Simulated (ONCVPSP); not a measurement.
## platinum, ONCV: configuration errors across variants

* Element: platinum (Pt)
* Generator: ONCVPSP 4.0.1
* Type: optimised norm-conserving Vanderbilt (ONCV)
* Functional: PBE
* Relativity: fully relativistic
* Frozen core: [Kr] 4d10
* Valence charge: 32
* Reference configuration: 4f14 5s2 5p6 5d9 6s1
* Partial waves: 5s+6s: rc 1.30 bohr, ncon 3, nbas 7, qcut 8.2 1/bohr, 2 projectors; 5p: rc 1.45 bohr, ncon 4, nbas 8, qcut 9.6 1/bohr, 2 projectors, debl 3.2 Ha; 5d: rc 2.40 bohr, ncon 3, nbas 7, qcut 5.8 1/bohr, 2 projectors, debl 2.7 Ha; 4f: rc 0.95 bohr, ncon 3, nbas 7, qcut 19.5 1/bohr, 2 projectors, debl 3.7 Ha
* Local potential: polynomial inside 0.65 bohr (lpopt 5, dvloc0 2 Ha)
* Core correction: none

Open shells are filled in proportion to 2j + 1.

All-electron excitation energies from the reference (eV): (1) 4f14 5s2 5p6 5d9 6s0 9.211; (2) 4f14 5s2 5p6 5d8 6s0 29.192; (3) 4f14 5s2 5p6 5d7 6s0 61.406; (4) 4f14 5s2 5p6 5d9.5 6s0.5 -0.133.

2 further variants failed, have other tests or too few solved ones, and are left out.

A true bound ghost makes a file unfit for plane-wave use even where its test errors are small: the radial tests pick states by their node count and pass the ghost by.

Errors AE − PS in meV (a dash: test not solved or not reliable):

```csv
change,(1),(2),(3),(4),bound ghosts,GHOST(+) flags above zero
base,+1.4,-2.1,+64,+4.9,"s, p3/2","d5/2, p1/2, d3/2"
s: qcut 5.6; p: qcut 6.5; d: qcut 3.9; f: qcut 13.2,-5.5,-18,+234,+19,"s, p3/2, p1/2","d5/2, d3/2"
s: qcut 6.4; p: qcut 7.5; d: qcut 4.6; f: qcut 15.3,-0.9,-8.8,+146,+12,"s, p3/2","d5/2, p1/2, d3/2"
s: qcut 7.9; p: qcut 9.2; d: qcut 5.6; f: qcut 18.7,+1.2,-2.7,+74,+5.7,"s, p3/2","d5/2, p1/2, d3/2"
s: qcut 9.4; p: qcut 11; d: qcut 6.6; f: qcut 22.4,+1.2,-0.5,+35,+2.6,"s, p3/2","d5/2, p1/2, d3/2"
```

(1) Give the same row for: s: qcut 8.9; p: qcut 10.4; d: qcut 6.3; f: qcut 21.2.

## Answers

(1) +1.3, -0.9, +44, +3.3; bound ghosts: s, p3/2; GHOST(+) flags above zero: d5/2, p1/2, d3/2.
